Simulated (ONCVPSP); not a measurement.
Building the ONCV potential for antimony (Sb) (PBE, fully relativistic).

```json
{
 "Element": "antimony",
 "Generator": "ONCVPSP 4.0.1",
 "Type": "optimised norm-conserving Vanderbilt (ONCV)",
 "Functional": "PBE",
 "Relativity": "fully relativistic",
 "Frozen core": "[Kr] 4d10",
 "Valence charge": "5",
 "Reference configuration": "5s2 5p3",
 "Partial waves": "5s: rc 2.00 bohr, ncon 4, nbas 7, qcut 3.3 1/bohr, 2 projectors, debl 3.6 Ha; 5p: rc 2.45 bohr, ncon 4, nbas 8, qcut 3.9 1/bohr, 2 projectors, debl 1 Ha; d scattering state at 0.11 Ha: rc 2.30 bohr, ncon 4, nbas 8, qcut 4.4 1/bohr, 2 projectors, debl 2.3 Ha",
 "Local potential": "polynomial inside 1.95 bohr (lpopt 5, dvloc0 0 Ha)",
 "Core correction": "Teter function, fcfact 4.5, rcfact 1.1"
}
```

Open shells are filled in proportion to 2j + 1.

Task: Does the generator finish with these settings?

Result: Yes, a potential is produced and its reference levels are reproduced.

Task: Estimate the cutoffs (Ha) at which the residual kinetic energy of the hardest occupied pseudo-wave falls to 1 and 0.1 mHa per electron.

Result: 12 Ha and 27 Ha. The cutoffs count occupied waves only; projector 2 of the d channel, the hardest unoccupied one, needs 56 Ha at the loose tolerance.

Task: Does the potential have ghost states?

Result: No bound ghost flagged; GHOST(+) flagged for d5/2 at 5.0 eV, d3/2 at 6.4 eV, s at 97.2 eV.

Task: Which valence shell sets the plane-wave cutoff?

Result: 5s: 12 Ha for 1 mHa per electron, against 6 Ha for 5p.

Task: Tests: 5s2 5p2; 5s2 5p1; 5s2 5p0; 5s2 5p2.5. Which has the largest error in its energy relative to the reference configuration, and how large is it?

Result: 5s2 5p1, with -6.4 meV (all-electron minus pseudo) on +24.32 eV.
